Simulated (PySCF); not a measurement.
C2H5N3Si, SMILES N1=CC=N[SiH]1N.

Geometry: B3LYP-D3(BJ)/def2-SVP. The structure was generated by enumeration, and PubChem lists no compound with its InChIKey, so it may never have been made. The values are those of a single conformer.

All values below come from SMD-PBE0/6-31G* (PySCF).

Solvation free energies are E(SMD) − E(gas) at the gas-phase geometry, for 1 M in both phases. In vacuum the dipole moment is 1.34 D.

Rank water, chloroform, acetonitrile by solvation free energy, most negative first.

acetonitrile (-8.7 kcal/mol), water (-7.9 kcal/mol), chloroform (-6.6 kcal/mol)
